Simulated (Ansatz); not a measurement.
Consider the formal hydrolysis of a B–F bond: `CNBF` + H₂O → `CNBO` + H–F.

Isolated molecules relaxed with PBE0-D4/def2-TZVP in Ansatz; ΔE leaves out vibrations. CBS: MP2 limit from def2 TZ/QZ plus the TZ coupled-cluster correction, frozen cores. This one scheme is used for every species. Functionals use def2-TZVPP. One conformer a species, not always the lowest.

(1) Is it downhill or uphill in electronic energy at CCSD(T)/CBS, and by how much? (Estimate.)

(2) What do these levels give: LDA (SPW92), BLYP-D4, PBE0-D4, BHLYP-D4, PBE, BLYP, CAM-B3LYP, LC-ωPBE, HF/def2-TZVPP, SCS-MP2/def2-TZVPP, HF/def2-QZVPP, HF/CBS(def2)? (Best estimate.)

(3) What do rigid-rotor, harmonic-oscillator terms from PBE0-D4/def2-TZVP frequencies (298.15 K, 1 bar) make of the CCSD(T)/CBS value? (An estimate is asked.)

Largest T1 diagnostic among the species: 0.012.

## Answers

(1) Ansatz gave: Uphill: ΔE = +0.21 eV.

(2) Computed: LDA (SPW92) 0.17, BLYP-D4 0.24, PBE0-D4 0.20, BHLYP-D4 0.25, PBE 0.22, BLYP 0.27, CAM-B3LYP 0.26, LC-ωPBE 0.22, HF/def2-TZVPP 0.30, SCS-MP2/def2-TZVPP 0.22, HF/def2-QZVPP 0.31, HF/CBS(def2) 0.31 eV.

(3) Computed: ΔZPE = 0.00 eV, ΔH = +0.21 eV, ΔS = -11 J/(mol·K), ΔG = +0.24 eV.

In def2-TZVPP, CCSD(T) changes the Hartree–Fock value by −0.09 eV (the triples alone add −0.01 eV) and MP2 by −0.11 eV. Leaving LDA and LC-ωPBE aside and taking each functional with its dispersion term where it has one, the values, not all of them listed here, spread over 0.07 eV, from revPBE-D4 to B97M-V. LDA lies −0.05 eV from PBE without D4.
